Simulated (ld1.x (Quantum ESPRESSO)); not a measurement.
**Logarithmic derivatives: indium (In), TM**

```json
{"Element": "In", "Generator": "ld1.x (Quantum ESPRESSO) 7.5", "Type": "norm-conserving Troullier–Martins (Kleinman–Bylander form)", "Functional": "PBE", "Relativity": "scalar-relativistic", "Frozen core": "[Kr] 4d10", "Valence charge": "3", "Reference configuration": "5s2 5p1", "Partial waves": "5s (bound): rc 1.75 bohr; 5p (bound): rc 2.15 bohr", "Local potential": "all-electron potential smoothed inside 1.95 bohr (lloc = -1)", "Core correction": "none"}
```

The phase is arctan(r·u′/u) with u = r·R(r), unwrapped; energies in Ry, scanned from -3 to 5 Ry. A pole is an energy at which the radial function vanishes at the test radius. The pseudo phase is shifted by a multiple of π to meet the all-electron one at the reference energy, and phase errors are pseudo minus all-electron; the curves can meet again beyond the range given. Levels narrower than the energy grid can be missing from the lists of poles.

A narrow feature of the pseudo curve, probably an extra level, lies near -0.54 Ry in the s channel; the grid steps over it, so the window and error are not given (n/a).

| channel | radius (bohr) | reference energy (Ry) | poles, all-electron | poles, pseudo | unbroken range about the reference energy with phases within 0.05 rad | phase error 1 Ry above the reference energy (rad) |
| --- | --- | --- | --- | --- | --- | --- |
| s | 2.34 | -0.60 | 2.02 | 2.26 | n/a | n/a |
| p | 2.34 | -0.19 | 3.52 | 1.98 | below 0.6 | -0.068 |

Note: ghost state, extra bound levels that the all-electron valence spectrum of the same l lacks: s at -7.0 eV. A true bound ghost makes a file unfit for plane-wave use.

Phases in the p channel:

| E (Ry) | all-electron | pseudo |
| --- | --- | --- |
| -3.00 | 1.298 | 1.289 |
| -2.76 | 1.283 | 1.275 |
| -2.52 | 1.266 | 1.258 |
| -2.28 | 1.247 | 1.239 |
| -2.04 | 1.224 | 1.216 |
| -1.80 | 1.196 | 1.188 |
| -1.56 | 1.162 | 1.155 |
| -1.32 | 1.119 | 1.112 |
| -1.08 | 1.064 | 1.058 |
| -0.84 | 0.989 | 0.984 |
| -0.60 | 0.884 | 0.881 |
| -0.36 | 0.730 | 0.729 |
| -0.12 | 0.496 | 0.496 |
| 0.12 | 0.152 | 0.144 |
| 0.36 | -0.271 | -0.300 |
| 0.60 | -0.651 | -0.704 |
| 0.84 | -0.919 | -0.988 |
| 1.08 | -1.096 | -1.177 |
| 1.32 | -1.215 | -1.310 |
| 1.56 | -1.300 | -1.411 |
| 1.80 | -1.362 | -1.501 |
| 2.04 | -1.410 | -1.594 |
| 2.28 | -1.448 | -1.718 |
| 2.52 | -1.479 | -1.962 |
| 2.76 | -1.506 | -2.791 |
| 3.00 | -1.529 | -3.977 |
| 3.24 | -1.550 | -4.319 |
| 3.48 | -1.568 | -4.450 |
| 3.72 | -1.585 | -4.522 |
| 3.96 | -1.601 | -4.569 |
| 4.20 | -1.616 | -4.603 |
| 4.44 | -1.631 | -4.630 |
| 4.68 | -1.646 | -4.652 |
| 4.92 | -1.661 | -4.671 |
